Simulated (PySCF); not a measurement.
# Basis-set dependence of population analyses: `CC1C[SiH2]C1`

Species: C4H10Si.
Z-matrix (Å and degrees, PBE0-D3(BJ)/def2-SVP geometry), rows numbered from 1:
```
C 
C   1  1.5176
C   2  1.5559  1  116.16
Si  3  1.8938  2   86.92  1   149.24
C   2  1.5565  1  116.17  3   117.36
H   1  1.1018  2  111.32  3    60.41
H   1  1.1026  2  110.57  3   -59.31
H   1  1.1018  2  111.36  3  -179.06
H   2  1.1053  1  108.62  3  -121.36
H   3  1.0991  2  116.57  1   -85.34
H   3  1.1039  2  110.30  1    38.81
H   4  1.4962  3  113.72  2    91.70
H   4  1.4967  3  120.07  2  -137.23
H   5  1.0991  2  116.50  1    85.61
H   5  1.1038  2  110.35  1   -38.56
```

PBE0 throughout (PySCF), one geometry, spherical d and f functions. One conformer (not necessarily the lowest) at the PBE0-D3(BJ)/def2-SVP geometry, without solvent, vibrations or thermal averaging. Atoms taken as equivalent share a column and are averaged. The first 7 of 10 kinds of atom are listed.

Mulliken charges (e):

```json
{"basis": "STO-3G", "functions": "39", "C1": "-0.233", "C2": "-0.063", "C3/C5": "-0.304", "Si4": "+0.601", "H6/H7/H8": "+0.073", "H9": "+0.067", "H10/H14": "+0.065"}
{"basis": "6-31G", "functions": "69", "C1": "-0.472", "C2": "-0.197", "C3/C5": "-0.600", "Si4": "+0.692", "H6/H7/H8": "+0.161", "H9": "+0.184", "H10/H14": "+0.183"}
{"basis": "pcSseg-0", "functions": "69", "C1": "-0.546", "C2": "-0.473", "C3/C5": "-0.889", "Si4": "+0.936", "H6/H7/H8": "+0.224", "H9": "+0.275", "H10/H14": "+0.257"}
{"basis": "6-31G*", "functions": "94", "C1": "-0.515", "C2": "-0.167", "C3/C5": "-0.530", "Si4": "+0.463", "H6/H7/H8": "+0.170", "H9": "+0.180", "H10/H14": "+0.186"}
{"basis": "cc-pVDZ", "functions": "124", "C1": "-0.021", "C2": "-0.192", "C3/C5": "-0.146", "Si4": "+0.272", "H6/H7/H8": "+0.040", "H9": "+0.037", "H10/H14": "+0.044"}
{"basis": "def2-SVP", "functions": "124", "C1": "0.000", "C2": "-0.233", "C3/C5": "-0.237", "Si4": "+0.434", "H6/H7/H8": "+0.038", "H9": "+0.057", "H10/H14": "+0.066"}
{"basis": "6-311+G(2d,p)", "functions": "203", "C1": "-0.611", "C2": "+0.257", "C3/C5": "-0.516", "Si4": "+0.442", "H6/H7/H8": "+0.145", "H9": "+0.111", "H10/H14": "+0.126"}
{"basis": "aug-cc-pVDZ", "functions": "209", "C1": "+0.597", "C2": "-0.197", "C3/C5": "+0.677", "Si4": "-0.482", "H6/H7/H8": "-0.095", "H9": "-0.414", "H10/H14": "-0.322"}
{"basis": "def2-TZVP", "functions": "221", "C1": "-0.361", "C2": "-0.018", "C3/C5": "-0.346", "Si4": "+0.229", "H6/H7/H8": "+0.118", "H9": "+0.088", "H10/H14": "+0.122"}
{"basis": "IGLO-III", "functions": "284", "C1": "-0.399", "C2": "+0.051", "C3/C5": "-0.554", "Si4": "+0.800", "H6/H7/H8": "+0.114", "H9": "+0.157", "H10/H14": "+0.117"}
{"basis": "cc-pVTZ", "functions": "294", "C1": "-0.286", "C2": "-0.051", "C3/C5": "-0.276", "Si4": "+0.225", "H6/H7/H8": "+0.095", "H9": "+0.095", "H10/H14": "+0.095"}
{"basis": "pcSseg-2", "functions": "327", "C1": "-0.048", "C2": "-0.051", "C3/C5": "-0.325", "Si4": "+0.553", "H6/H7/H8": "+0.030", "H9": "+0.053", "H10/H14": "+0.089"}
```

IAO charges (e):

| basis | functions | C1 | C2 | C3/C5 | Si4 | H6/H7/H8 | H9 | H10/H14 |
| --- | --- | --- | --- | --- | --- | --- | --- | --- |
| STO-3G | 39 | -0.395 | -0.125 | -0.505 | +0.761 | +0.129 | +0.123 | +0.124 |
| 6-31G | 69 | -0.428 | -0.090 | -0.528 | +0.601 | +0.141 | +0.135 | +0.150 |
| pcSseg-0 | 69 | -0.415 | -0.115 | -0.536 | +0.617 | +0.139 | +0.141 | +0.150 |
| 6-31G* | 94 | -0.409 | -0.084 | -0.538 | +0.717 | +0.134 | +0.127 | +0.142 |
| cc-pVDZ | 124 | -0.409 | -0.084 | -0.537 | +0.712 | +0.134 | +0.127 | +0.142 |
| def2-SVP | 124 | -0.398 | -0.083 | -0.535 | +0.732 | +0.131 | +0.125 | +0.139 |
| 6-311+G(2d,p) | 203 | -0.422 | -0.088 | -0.556 | +0.748 | +0.139 | +0.131 | +0.146 |
| aug-cc-pVDZ | 209 | -0.420 | -0.086 | -0.546 | +0.715 | +0.138 | +0.130 | +0.145 |
| def2-TZVP | 221 | -0.421 | -0.088 | -0.559 | +0.757 | +0.138 | +0.131 | +0.146 |
| IGLO-III | 284 | -0.423 | -0.088 | -0.559 | +0.757 | +0.139 | +0.131 | +0.146 |
| cc-pVTZ | 294 | -0.422 | -0.087 | -0.556 | +0.743 | +0.139 | +0.131 | +0.146 |
| pcSseg-2 | 327 | -0.421 | -0.087 | -0.558 | +0.756 | +0.139 | +0.131 | +0.146 |

Hirshfeld charges (e):

```tsv
basis	functions	C1	C2	C3/C5	Si4	H6/H7/H8	H9	H10/H14
STO-3G	39	-0.048	+0.008	-0.113	+0.365	+0.011	+0.004	+0.008
6-31G	69	-0.103	-0.003	-0.154	+0.295	+0.033	+0.034	+0.036
pcSseg-0	69	-0.105	0.000	-0.154	+0.328	+0.034	+0.027	+0.029
6-31G*	94	-0.103	-0.004	-0.155	+0.291	+0.034	+0.036	+0.037
cc-pVDZ	124	-0.112	-0.011	-0.159	+0.321	+0.036	+0.037	+0.035
def2-SVP	124	-0.115	-0.010	-0.162	+0.328	+0.037	+0.036	+0.035
6-311+G(2d,p)	203	-0.117	-0.030	-0.169	+0.334	+0.040	+0.042	+0.038
aug-cc-pVDZ	209	-0.124	-0.030	-0.173	+0.334	+0.041	+0.043	+0.040
def2-TZVP	221	-0.120	-0.025	-0.170	+0.328	+0.040	+0.042	+0.039
IGLO-III	284	-0.125	-0.028	-0.170	+0.329	+0.041	+0.042	+0.039
cc-pVTZ	294	-0.121	-0.021	-0.168	+0.326	+0.040	+0.042	+0.038
pcSseg-2	327	-0.125	-0.027	-0.174	+0.335	+0.042	+0.043	+0.040
```

ESP-fitted charges (e):

```tsv
basis	functions	C1	C2	C3/C5	Si4	H6/H7/H8	H9	H10/H14
STO-3G	39	-0.617	+0.352	-0.444	+0.465	+0.149	+0.006	+0.097
6-31G	69	-0.595	+0.454	-0.578	+0.473	+0.145	+0.008	+0.145
pcSseg-0	69	-0.739	+0.598	-0.757	+0.619	+0.180	-0.006	+0.182
6-31G*	94	-0.645	+0.481	-0.550	+0.408	+0.155	+0.005	+0.138
cc-pVDZ	124	-0.601	+0.459	-0.478	+0.360	+0.142	-0.001	+0.113
def2-SVP	124	-0.579	+0.468	-0.520	+0.420	+0.137	-0.004	+0.122
6-311+G(2d,p)	203	-0.713	+0.555	-0.559	+0.431	+0.167	-0.008	+0.131
aug-cc-pVDZ	209	-0.690	+0.526	-0.540	+0.433	+0.162	-0.002	+0.127
def2-TZVP	221	-0.712	+0.551	-0.551	+0.435	+0.167	-0.008	+0.128
IGLO-III	284	-0.681	+0.523	-0.538	+0.440	+0.160	-0.004	+0.125
cc-pVTZ	294	-0.683	+0.525	-0.536	+0.432	+0.160	-0.005	+0.125
pcSseg-2	327	-0.687	+0.538	-0.559	+0.457	+0.161	-0.005	+0.130
```

Some averages cover members that differ in this geometry, most widely: H6/H7/H8, Mulliken in aug-cc-pVDZ -0.125 to -0.079 e.

Question: Which scheme is steadiest as the basis changes?

Answer: Largest range over the bases for any column: Hirshfeld 0.08 e, IAO 0.16 e, ESP-fitted 0.31 e, Mulliken 1.57 e. Hirshfeld charges move least and Mulliken charges most, counted in e. Without the minimal STO-3G basis the ranges are Hirshfeld 0.04, IAO 0.16, ESP-fitted 0.28, Mulliken 1.57 e.

Question: How much do the charges still move between the two largest bases, cc-pVTZ and pcSseg-2?

Answer: At most, over all atoms: Mulliken 0.328 e, IAO 0.013 e, Hirshfeld 0.008 e, ESP-fitted 0.024 e.

Question: What do the same runs give for the total energy, the frontier levels and the dipole moment?

Answer: 
| basis | energy (Eh) | HOMO (eV) | LUMO (eV) | μ (D) |
| --- | --- | --- | --- | --- |
| STO-3G | -442.4157 | -6.03 | 7.12 | 0.43 |
| 6-31G | -447.5106 | -7.76 | 1.02 | 0.63 |
| pcSseg-0 | -446.9023 | -8.16 | 1.00 | 0.35 |
| 6-31G* | -447.5784 | -7.66 | 0.93 | 0.66 |
| cc-pVDZ | -447.6027 | -7.74 | 0.97 | 0.62 |
| def2-SVP | -447.3974 | -7.82 | 1.00 | 0.56 |
| 6-311+G(2d,p) | -447.6525 | -7.82 | 0.16 | 0.58 |
| aug-cc-pVDZ | -447.6125 | -7.79 | -0.02 | 0.58 |
| def2-TZVP | -447.6650 | -7.79 | 0.50 | 0.59 |
| IGLO-III | -447.6717 | -7.80 | 0.59 | 0.57 |
| cc-pVTZ | -447.6649 | -7.79 | 0.63 | 0.59 |
| pcSseg-2 | -447.6735 | -7.81 | 0.33 | 0.58 |

The dipole is fixed by the density alone, so its range of 0.31 D shows that the density itself changes with the basis, not only its division among atoms.
